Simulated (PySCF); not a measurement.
Bonding in `C[C@H]1C[C@H]([Si@@H]([SiH3])[SiH2][SiH3])C1`

C5H18Si4.
SMILES with atom numbers: `[CH3:1][C@H:2]1[CH2:3][C@H:4]([Si@@H:5]([SiH3:6])[SiH2:7][SiH3:8])[CH2:9]1` (hydrogens: H10, H11, H12 on C1; H13 on C2; H14, H15 on C3; H16 on C4; H17 on Si5; H18, H19, H20 on Si6; H21, H22 on Si7; H23, H24, H25 on Si8; H26, H27 on C9)

Geometry (PBE0-D3(BJ)/def2-SVP, Å), atoms numbered from 1 in this order:
```
atom  x, y, z in Å
C1     3.5545   -0.3171    0.3039
C2     2.0724   -0.4825    0.0567
C3     1.0931    0.5538    0.6477
C4     0.2804    0.4959   -0.6696
Si5   -1.2875   -0.5659   -0.5861
Si6   -0.8703   -2.7472    0.1754
Si7   -2.7985    0.4640    0.8860
Si8   -3.0113    2.7249    0.3021
C9     1.5053   -0.1694   -1.3437
H10    3.8926    0.6896    0.0081
H11    3.8007   -0.4542    1.3689
H12    4.1409   -1.0504   -0.2717
H13    1.7613   -1.4968    0.3621
H14    1.5778    1.5351    0.7782
H15    0.5853    0.2966    1.5920
H16   -0.0169    1.4730   -1.0862
H17   -1.9162   -0.6447   -1.9460
H18    0.1048   -3.4705   -0.7014
H19   -2.1486   -3.5247    0.2031
H20   -0.3171   -2.7085    1.5659
H21   -4.1376   -0.2058    0.8498
H22   -2.2796    0.3696    2.2895
H23   -1.6621    3.3730    0.3276
H24   -3.9133    3.4677    1.2359
H25   -3.5577    2.8363   -1.0863
H26    1.3365   -1.0152   -2.0301
H27    2.1256    0.5756   -1.8685
```

Bond orders from the PBE0/pcSseg-1 density (PySCF). Geometry: PBE0-D3(BJ)/def2-SVP, one conformer, isolated molecule.

Question: Where do the orders between heavy atoms depart from those drawn in the SMILES?

Answer: The largest departure is 0.141, at C4–Si5 (drawn single, 0.859). Drawn single, order below 0.88: C4–Si5 (0.859) and Si5–Si7 (0.874).

Question: Give the Mayer order of every bond between heavy atoms, beside its length.

Answer: 
| bond | drawn as | length (Å) | Mayer order |
| --- | --- | --- | --- |
| C1–C2 | single | 1.512 | 1.065 |
| C2–C3 | single | 1.543 | 0.982 |
| C3–C4 | single | 1.549 | 1.011 |
| C4–Si5 | single | 1.895 | 0.859 |
| Si5–Si6 | single | 2.348 | 0.905 |
| Si5–Si7 | single | 2.348 | 0.874 |
| Si7–Si8 | single | 2.345 | 0.902 |
| C4–C9 | single | 1.548 | 1.010 |
| C9–C2 | single | 1.543 | 0.981 |

By pair of heavy elements: C–C: lowest C9–C2 and C2–C3 (0.981, 1.543 Å), highest C1–C2 (1.065, 1.512 Å); in 4 of the 10 pairs the longer bond (by over 0.003 Å) has the higher order (by 0.02 or more). Si–Si: lowest Si5–Si7 (0.874, 2.348 Å), highest Si5–Si6 and Si7–Si8 (0.905, 2.348 Å). Bonds named together lie within 0.004.

Question: And the bonds to hydrogen?

Answer: C–H: 0.91 to 0.96 (9 bonds); H–Si: 0.92 to 0.94 (9 bonds).

Question: Sum the orders of all bonds at each heavy atom with more than one neighbour and set the sums beside the valence in the SMILES.

Answer: C1 3.949 (drawn 4), C2 3.936 (drawn 4), C3 3.889 (drawn 4), C4 3.814 (drawn 4), Si5 3.573 (drawn 4), Si6 3.695 (drawn 4), Si7 3.621 (drawn 4), Si8 3.686 (drawn 4), C9 3.890 (drawn 4). Orders between atoms that aren't bonded are not in these sums.

Mayer orders depend on the basis set.
